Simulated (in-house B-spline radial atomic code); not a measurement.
Computed with a B-spline radial atomic code. Model: two electrons, singlet ground state, non-relativistic, full CI in B-splines with partial waves to l = 8 (at full coupling up to 3e-4 hartree above the limit, correlation up to 0.6 % small), density held at that of full coupling by Lieb maximisation.

Along the adiabatic connection the electron repulsion is scaled by a coupling λ while a local potential keeps the density fixed. At λ = 0 the system is the Kohn-Sham one and W equals the exchange energy; the exchange-correlation energy is the area under W between 0 and 1. The kinetic energy rises with λ as the electrons avoid each other, with dT/dλ = −λ dW/dλ.

Command:
```bash
python run_ac.py task.json out
```
Settings (lengths in bohr, energies in hartree):
```
potential              coulomb
strength               1.87
lmax                   8
wall_radius            3.8
```

Run time, properties included: 10 s on 1 thread of Intel(R) Xeon(R) Processor @ 2.30GHz, with other jobs on the host.

**W = mean repulsion less Hartree energy, and W of three functionals.**

Given: confinement point charge; nuclear charge 1.87; hard wall radius 3.8 bohr; external potential -Z/r.

Computed: LDA exchange minus exact 133.85 millihartree; PBE exchange minus exact 13.19 millihartree.

| coupling | W xc (hartree) | W xc minus exchange (millihartree) | kinetic minus Kohn-Sham (millihartree) | LDA (PW92) W minus its exchange (millihartree) | PBE W minus its exchange (millihartree) | SCAN W minus its exchange (millihartree) |
| --- | --- | --- | --- | --- | --- | --- |
| 0 | -0.9623 | 0 | 0 | 0 | 0 | 0 |
| 0.02 | -0.96421 | -1.908 | 0.02 | -11.72 | -1.79 | -1.83 |
| 0.05 | -0.96704 | -4.735 | 0.12 | -23.89 | -4.51 | -4.49 |
| 0.12 | -0.97348 | -11.177 | 0.66 | -45.51 | -10.87 | -10.49 |
| 0.25 | ? | ? | ? | ? | ? | ? |
| 0.4 | -0.99726 | -34.959 | 6.78 | -102.38 | -35.22 | -32.12 |
| 0.6 | -1.0125 | -50.218 | 14.38 | -131.3 | -51.16 | -45.8 |
| 0.8 | -1.0265 | -64.227 | 24.17 | -155.26 | -65.91 | -58.31 |
| 1 | -1.0394 | -77.129 | 35.77 | -175.84 | -79.56 | -69.84 |
| 1.4 | -1.0624 | -100.08 | 63.18 | -210.07 | -104.01 | -90.44 |
| 2 | -1.091 | -128.72 | 111.57 | -250.11 | -134.94 | -116.49 |
| 3 | ? | ? | ? | ? | ? | ? |
| 4.5 | -1.166 | -203.73 | 344.2 | -350.36 | -220.23 | -188.18 |
| 7 | -1.2063 | -244.03 | 571.55 | -406.03 | -270.75 | -229.42 |
| 10 | -1.2358 | -273.47 | 818.35 | -449.34 | -311.02 | -260.45 |

Task: What belongs in the row 0.25?

Result: W xc (hartree): -0.9849; W xc minus exchange (millihartree): -22.597; kinetic minus Kohn-Sham (millihartree): 2.77; LDA (PW92) W minus its exchange (millihartree): -75.5; PBE W minus its exchange (millihartree): -22.45; SCAN W minus its exchange (millihartree): -20.94.

Task: What belongs in the row 3?

Result: W xc (hartree): -1.1276; W xc minus exchange (millihartree): -165.34; kinetic minus Kohn-Sham (millihartree): 202.17; LDA (PW92) W minus its exchange (millihartree): -299.21; PBE W minus its exchange (millihartree): -175.57; SCAN W minus its exchange (millihartree): -150.74.

Task: What is the SCAN exchange minus exact?

Result: -3.5297 millihartree.

**Energy parts, natural occupations and partial-wave weights.**

Computed: exchange energy -0.9623 hartree; correlation energy -0.041364 hartree; initial slope twice GL2 -0.09583 hartree; kinetic part over minus potential part 0.46371; Hartree energy 1.9246 hartree; Kohn-Sham kinetic 2.5072 hartree; Lieb Oxford ratio E_xc over LDA exchange 1.2115.

```
natural  occupation of the shell (electrons)
      s                               1.9827
      p                                    ?
      s                            0.0076248
      d                           0.00036212
      p                           0.00026741
      s                           0.00010685
```

Task: What belongs in the row p?

Result: occupation of the shell (electrons): 0.0088251.

| wave | weight |
| --- | --- |
| s | 0.9952 |
| p | ? |
| d | 0.00020162 |
| f | 2.7241e-05 |
| g | 6.2061e-06 |

Task: What belongs in the row p?

Result: weight: 0.0045581.

Task: What is the total energy?

Result: -2.4725 hartree.

Task: What is the kinetic part of the DFT correlation energy?

Result: 0.035765 hartree.

Half-way to full coupling W has made 55 % of its drop, against 50 % for a straight line, and second-order (GL2) theory, half the initial slope, overshoots the correlation energy by about 16 %: a moderate bend, as in light atoms. Over couplings 0 to 1 the errors in E_xc come to about +66 millihartree for LDA, +12 millihartree for PBE, +0.1 millihartree for SCAN, so SCAN is nearest. In LDA and PBE and SCAN the errors of exchange and correlation have opposite signs, so the sum is smaller than the larger of the two.
